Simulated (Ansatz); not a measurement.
Constitutional and geometric isomers with formula C3H7N. All species are isolated molecules in the gas phase. One relaxed conformer stands for each flexible species; it need not be the lowest. Strings in code marks are SMILES.

Quantity: electronic energy of isomers of C3H7N relative to `CC(C)=N`, in eV. The restricted reference of `C/C=N/C` is unstable towards unrestricted orbitals.

A: `C/C=N/C`
B: `C=C(C)N`
C: `C/C=C/N`
D: `C=CNC` (C–C–N–C torsion 152°)
E: `C1CNC1`

Problem. Put the candidates in order of electronic energy of isomers of C3H7N relative to `CC(C)=N`, lowest first, for frozen-core CCSDT(Q)/6-31g // PBE0-D3(BJ)/def2-TZVP (Ansatz, a first-principles code).

Solution. B (0.185 eV), C (0.310 eV), A (0.364 eV), D (0.67 eV), E (1.32 eV)
